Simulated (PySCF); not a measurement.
**`InChI=1S/C5H4F2O/c1-4(6)5(7)2-3-8/h2-3H,1H2/b5-2+`**

Geometry:
| atom | x (Å) | y (Å) | z (Å) |
| --- | --- | --- | --- |
| C1 | -2.321 | -0.371 | -0.256 |
| C2 | -1.044 | -0.327 | 0.128 |
| F3 | -0.638 | -0.971 | 1.221 |
| C4 | 0.009 | 0.400 | -0.582 |
| F5 | -0.467 | 1.024 | -1.656 |
| C6 | 1.323 | 0.518 | -0.309 |
| C7 | 2.088 | -0.061 | 0.805 |
| O8 | 3.271 | 0.149 | 0.928 |
| H9 | -2.638 | 0.159 | -1.152 |
| H10 | -3.047 | -0.936 | 0.329 |
| H11 | 1.908 | 1.128 | -1.003 |
| H12 | 1.536 | -0.700 | 1.527 |

The calculation used PySCF 2.14.0, quadratic response CAM-B3LYP/aug-cc-pVDZ first hyperpolarisability, Taylor convention, gas phase. Geometry: PBE0-D3(BJ)/def2-SVP.

Task: Give the tensor of the static β(0;0,0) in the axes of these coordinates.

Result: In au, Taylor convention; rows are the first index (the induced dipole):
|  | xx | yy | zz | xy | xz | yz |
| --- | --- | --- | --- | --- | --- | --- |
| x | -99.5 | +15.7 | -44.4 | +5.3 | -70.6 | +38.7 |
| y | +5.3 | +2.4 | +20.3 | +15.7 | +38.7 | +8.2 |
| z | -70.6 | +8.2 | -20.8 | +38.7 | -44.4 | +20.3 |

Norm of βᵢ = ⅓ Σⱼ (βᵢⱼⱼ + βⱼᵢⱼ + βⱼⱼᵢ): 155.3 au, hyper-Rayleigh value 76.7 au.
